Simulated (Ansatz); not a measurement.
Species: Nb, charge 0, sextet.

Total energies in def2-SVP, 5 correlated electrons, 4 frozen orbitals. Radicals and triplets start from unrestricted determinants; spin-orbit coupling is neglected. Correlated methods leave the cores frozen (noble-gas shells, and filled d and f shells in the p block). Past Kr the def2 sets carry scalar-relativistic core potentials.

| method | program | energy (Eh) | minus CCSDTQ (mEh) |
|---|---|---|---|
| HF | Ansatz | -56.31316 | 43.42 |
| MP2 | Ansatz | -56.34835 | 8.23 |
| CCSD | Ansatz | -56.35575 | 0.83 |
| CCSD(T) | Ansatz | -56.35636 | 0.22 |
| CCSDT(Q) | Ansatz | -56.35658 | 0.00 |
| CCSDTQ | Ansatz | -56.35658 | 0.00 |

Ansatz is a first-principles code.
